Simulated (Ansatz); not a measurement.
A nudged elastic band was laid between two geometries of C₂H₃BOS (8 atoms, charge 0, multiplicity 1).

Level of theory: RKS PBE0-D4/def2-SVP (Ansatz).

```json
{
  "movable images": "5",
  "climbing image": "yes",
  "spring": "5.0 eV/Å²",
  "optimiser": "quadratic models (default)",
  "start path": "through a guess of the saddle point",
  "force threshold": "0.03 eV/Å",
  "iteration limit": "58",
  "end points": "relaxed"
}
```

Image 0:

```xyz
8
Properties=species:S:1:pos:R:3
C -0.163 1.543 1.372
C 0.542 0.668 0.907
S 1.494 -0.559 0.235
B 0.283 -1.204 -0.992
O -0.941 -0.692 -1.133
H -0.764 2.323 1.803
H 0.662 -2.125 -1.668
H -1.112 0.046 -0.524
```

Image 6:

```xyz
8
Properties=species:S:1:pos:R:3
C 0.038 1.723 1.646
C 0.590 0.811 1.066
S 1.437 -0.446 0.312
B 0.242 -1.084 -0.899
O -0.983 -0.549 -1.020
H -0.457 2.529 2.154
H 0.650 -2.008 -1.563
H -1.518 -0.976 -1.696
```

**Question.** Which bonds break or form, and what moves?

**Answer.** No bond is made or broken. The dihedral S3–B4–O5–H8 goes from 0 to 180°.

**Question.** What energy profile does the band end with?

**Answer.** The run converged. The highest image is number 3 of 0 to 6, 0.59 eV above the first end and 0.43 eV above the last; the last end lies 0.16 eV above the first. A vibrational analysis at the climbing image gives one clearly imaginary mode, 694i cm⁻¹: a first-order saddle point.

| image | path coordinate (Å) | energy (eV) | dihedral S3–B4–O5–H8 (°) |
| --- | --- | --- | --- |
| 0 | 0.00 | 0.00 | 0 |
| 1 | 0.50 | 0.04 | 3 |
| 2 | 0.99 | 0.26 | 33 |
| 3 | 1.49 | 0.59 | 94 |
| 4 | 1.83 | 0.43 | 132 |
| 5 | 2.18 | 0.21 | 164 |
| 6 | 2.52 | 0.16 | 180 |

**Question.** What is the geometry of the highest image?

**Answer.** 
```xyz
8
Properties=species:S:1:pos:R:3
C -0.035 1.630 1.595
C 0.563 0.750 1.011
S 1.464 -0.453 0.233
B 0.257 -1.205 -0.908
O -1.044 -0.855 -0.933
H -0.563 2.405 2.120
H 0.744 -2.083 -1.587
H -1.385 -0.188 -1.530
```

**Question.** What are the harmonic wavenumbers there?

**Answer.** 694i, 115, 193, 324, 387, 505, 621, 655, 693, 716, 753, 851, 1091, 1366, 2185, 2612, 3488, 3989 cm⁻¹.

The run took 2.3 min on 1 thread of Arm Neoverse V2, on a shared host, peak memory 0.17 GiB.
